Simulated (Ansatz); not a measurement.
Consider the formal hydrolysis of a C–O bond: `FCC(F)OC(F)F` + H₂O → `OC(F)F` + `OC(F)CF`.

Gas-phase electronic energies from Ansatz, PBE0-D4/def2-TZVP geometries. CCSD(T)/CBS adds triple-zeta CCSD(T) − MP2 to the extrapolated MP2 energy (def2 sets, frozen cores). This one scheme is used for every species. Functionals use def2-TZVPP. One conformer a species, not always the lowest.

`FCC(F)OC(F)F`:

Cartesian coordinates in Å:
```
F -1.967 -2.009 -0.114
C -1.398 -0.947 0.540
C -0.156 -0.520 -0.198
F 0.786 -1.517 -0.145
O 0.324 0.608 0.452
C 1.312 1.290 -0.207
F 1.761 2.219 0.634
F 0.801 1.918 -1.291
H -1.134 -1.247 1.557
H -2.109 -0.117 0.566
H -0.356 -0.327 -1.258
H 2.135 0.649 -0.536
```

H₂O:

```xyz
3

O     0.008    0.230    0.314
H    -0.335   -0.664    0.255
H     0.327    0.434   -0.568
```

`OC(F)F`:

Z-matrix (Å, degrees):
```
C
F 1 1.355
F 1 1.355 2 105.7
O 1 1.346 2 111.4 3 -121.2
H 1 1.091 2 109.4 3 117.7
H 4 0.966 1 108.8 2 58.9
```

`OC(F)CF`:

Z-matrix (Å, degrees):
```
C
F 1 1.385
C 1 1.513 2 108.2
O 1 1.366 2 110.3 3 -123.6
H 1 1.094 2 107.0 3 119.3
F 3 1.382 1 108.9 2 -74.2
H 3 1.093 1 109.8 2 167.4
H 3 1.092 1 110.7 2 45.2
H 4 0.965 1 108.0 2 75.9
```

```json
{"level": "PBE-D4", "ΔE (kJ/mol)": "-22.3"}
{"level": "ωB97M-V", "ΔE (kJ/mol)": "-18.5"}
{"level": "PBE0", "ΔE (kJ/mol)": "-22.9"}
{"level": "CCSD/CBS(def2)", "ΔE (kJ/mol)": "-12.8"}
```

Q: What does CCSD(T)/CBS give? (Best estimate.)

A: Ansatz gave: -12.5 kJ/mol. The listed levels differ from it by -9.8, -6.0, -10.4, -0.3 kJ/mol.

Largest T1 diagnostic among the species: 0.012.

The D4 term adds +4.4 kJ/mol with B3LYP and +2.8 kJ/mol with PBE0; it sums over pairs of atoms, weighted by their polarisabilities, and B3LYP, whose exchange is more repulsive, gets the larger term. In def2-TZVPP, CCSD(T) changes the Hartree–Fock value by +3.6 kJ/mol (the triples alone add +0.3 kJ/mol) and MP2 by +3.9 kJ/mol.

B3LYP here is the variant with VWN-RPA as its local correlation; programs differ in this.
